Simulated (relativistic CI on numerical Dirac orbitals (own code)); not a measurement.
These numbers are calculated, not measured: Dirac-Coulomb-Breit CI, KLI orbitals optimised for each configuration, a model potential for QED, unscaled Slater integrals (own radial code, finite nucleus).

The strongest absorption lines from the ground level of an ion, among the configurations computed and to levels below about 592 eV (vacuum wavelength in nm, gf): 4.4757 (4.8), 4.6014 (1.3), 4.9015 (3.2), 5.5936 (1.9), 5.6652 (1.2), 6.0703 (0.83), 6.3761 (1.3), 6.5624 (0.77).

**Question.** Which ion is it?
A. W XXXVIII
B. Er XXXII
C. Lu XXXV
D. W XXXVI

**Answer.** A. W XXXVIII has 37 electrons and the ground level 4s2 4p6 4d 2D_3/2; the strongest line goes to 4s2 4p5 4d2 2D°_3/2. The pattern of lines fixes the number of electrons, and along that sequence the line energies rise steadily with the charge (about as its square where n changes within one kind of shell, about linearly where n is kept but much faster in heavy ions where fine structure, which grows about as Z⁴, sets the gap, and irregularly where shells cross), which fixes Z. Configurations outside the model, such as inner-shell arrays, can give stronger lines. At this charge energies of transitions that change n are usually good to better than 1 %, and those within a shell (Δn = 0) to a few per cent.

LS names give the leading component of a level, which can be under half, so a name can repeat, a term be missing and a line seem to break the LS rules.
